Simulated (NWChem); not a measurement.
# SiICl$_{2}$F; SMILES F[Si](Cl)(Cl)I

```xyz
5

F      1.8838    -1.1511     0.0000
Si     0.2860    -0.8651     0.0000
Cl    -0.5080    -1.7347    -1.6786
Cl    -0.5080    -1.7347     1.6786
I     -0.0696     1.5368     0.0000
```
Atoms are numbered in this order, from 1.

Program: NWChem. Pople sets run with spherical d functions. The geometry was optimised at PBE-D3(BJ)/def2-SVP (def2 core potentials past Kr). Total energies compare along this basis series because the functional is fixed.

```json
[
 {"level": "PBE/STO-3G, non-relativistic", "basis functions": "59", "energy (Ha)": "-8146.6172", "highest occupied level (eV)": "-4.84", "orbital gap (eV)": "4.85", "dipole (D)": "1.60"},
 {"level": "PBE/3-21G, non-relativistic", "basis functions": "79", "energy (Ha)": "-8192.1492", "highest occupied level (eV)": "-7.39", "orbital gap (eV)": "[?]", "dipole (D)": "[?]"},
 {"level": "PBE/6-311G**, non-relativistic", "basis functions": "158", "energy (Ha)": "-8228.2925", "highest occupied level (eV)": "-7.35", "orbital gap (eV)": "4.63", "dipole (D)": "1.09"}
]
```

Question: Some entries are withheld; supply them.

Answer: 
- PBE/3-21G, non-relativistic, orbital gap (eV): 4.41
- PBE/3-21G, non-relativistic, dipole (D): 1.21
